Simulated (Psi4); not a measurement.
acetylene (C₂H₂), singlet, geometry from GFN2-xTB; PBE0/cc-pVTZ (Psi4).

Psi4 was given this input:
```
memory 2 GB

molecule {
0 1
C    -0.00000000   -0.00000000   -0.59686216
C     0.00000000    0.00000000    0.59686216
H     0.00000000    0.00000000    1.64657465
H    -0.00000000   -0.00000000   -1.64657465
}

set {
  basis cc-pvtz
  scf_type pk
  puream true
  d_convergence 1e-8
  dft_radial_points 99
  dft_spherical_points 590
}

energy('pbe0')
print_variables()
```

What the program printed (banner, timings and long lists left out):

```
   => Loading Basis Set <=

    Name: CC-PVTZ
    Role: ORBITAL
    Keyword: BASIS

         ---------------------------------------------------------
                                   SCF
               by Justin Turney, Rob Parrish, Andy Simmonett
                          and Daniel G. A. Smith
                              RKS Reference
         ---------------------------------------------------------

  ==> Geometry <==

    Molecular point group: d2h
    Full point group: D_inf_h

    Geometry (in Angstrom), charge = 0, multiplicity = 1:

       Center              X                  Y                   Z               Mass
    ------------   -----------------  -----------------  -----------------  -----------------
         C            0.000000000000     0.000000000000    -0.596862160000    12.000000000000
         C            0.000000000000     0.000000000000     0.596862160000    12.000000000000
         H            0.000000000000     0.000000000000     1.646574650000     1.007825032230
         H            0.000000000000     0.000000000000    -1.646574650000     1.007825032230

  Running in d2h symmetry.

  Rotational constants: A = ************  B =      1.20285  C =      1.20285 [cm^-1]
  Rotational constants: A = ************  B =  36060.60287  C =  36060.60287 [MHz]
  Nuclear repulsion =   24.999397826614324

  Charge       = 0
  Multiplicity = 1
  Electrons    = 14
  Nalpha       = 7
  Nbeta        = 7

  ==> Algorithm <==

  SCF Algorithm Type is PK.
  DIIS enabled.
  MOM disabled.
  Fractional occupation disabled.
  Guess Type is SAD.
  Energy threshold   = 1.00e-06
  Density threshold  = 1.00e-08
  Integral threshold = 1.00e-12

  ==> Primary Basis <==

  Basis Set: CC-PVTZ
    Blend: CC-PVTZ
    Number of shells: 32
    Number of basis functions: 88
    Number of Cartesian functions: 100
    Spherical Harmonics?: true
    Max angular momentum: 3

  ==> DFT Potential <==

   => LibXC <=

    Version 7.1.2
    S. Lehtola, C. Steigemann, M. J. T. Oliveira, and M. A. L. Marques,  SoftwareX 7, 1–5 (2018) (10.1016/j.softx.2017.11.002)

   => Composite Functional: PBE0 <=

    PBE0 Hyb-GGA Exchange-Correlation Functional

    C. Adamo and V. Barone,  J. Chem. Phys. 110, 6158 (1999) (10.1063/1.478522)
    M. Ernzerhof and G. E. Scuseria,  J. Chem. Phys. 110, 5029 (1999) (10.1063/1.478401)

    Deriv               =              1
    GGA                 =           TRUE
    Meta                =          FALSE

[...]
   @RKS iter   5:   -77.25453292285869   -1.36283e-06   5.12299e-06 DIIS
   @RKS iter   6:   -77.25453293446509   -1.16064e-08   7.23130e-07 DIIS
   @RKS iter   7:   -77.25453293476799   -3.02904e-10   6.40054e-08 DIIS
   @RKS iter   8:   -77.25453293476990   -1.90425e-12   2.37144e-09 DIIS
  Energy and wave function converged.

  ==> Post-Iterations <==

   Electrons on quadrature grid:
      Ntotal   =   13.9999999949 ; deviation = -5.085e-09

    Orbital Energies [Eh]
    ---------------------

    Doubly Occupied:

[...]
       1B3u   -0.309481

    Virtual:

[...]
    Final Occupation by Irrep:
             Ag   B1g   B2g   B3g    Au   B1u   B2u   B3u
    DOCC [     3,    0,    0,    0,    0,    2,    1,    1 ]
    NA   [     3,    0,    0,    0,    0,    2,    1,    1 ]
    NB   [     3,    0,    0,    0,    0,    2,    1,    1 ]

  @RKS Final Energy:   -77.25453293476990

   => Energetics <=

    Nuclear Repulsion Energy =             24.9993978266143237
    One-Electron Energy =                -152.3854232694382915
    Two-Electron Energy =                  58.7935193443343564
    DFT Exchange-Correlation Energy =      -8.6620268362802850
    Empirical Dispersion Energy =           0.0000000000000000
    VV10 Nonlocal Energy =                  0.0000000000000000
    Total Energy =                        -77.2545329347698981

Computation Completed

Properties will be evaluated at   0.000000,   0.000000,   0.000000 [a0]

Properties computed using the SCF density matrix

 Multipole Moments:

 ------------------------------------------------------------------------------------
     Multipole            Electronic (a.u.)      Nuclear  (a.u.)        Total (a.u.)
 ------------------------------------------------------------------------------------

 L = 1.  Multiply by 2.5417464519 to convert [e a0] to [Debye]
 Dipole X            :          0.0000000            0.0000000            0.0000000
 Dipole Y            :          0.0000000            0.0000000            0.0000000
 Dipole Z            :          0.0000000            0.0000000            0.0000000
 Magnitude           :                                                    0.0000000

 ------------------------------------------------------------------------------------

  Variable Map:
  ----------------------------------------------------------------------------
[...]
  Array Variable Map:
  ----------------------------------------------------------------------------
[...]
[...]
```
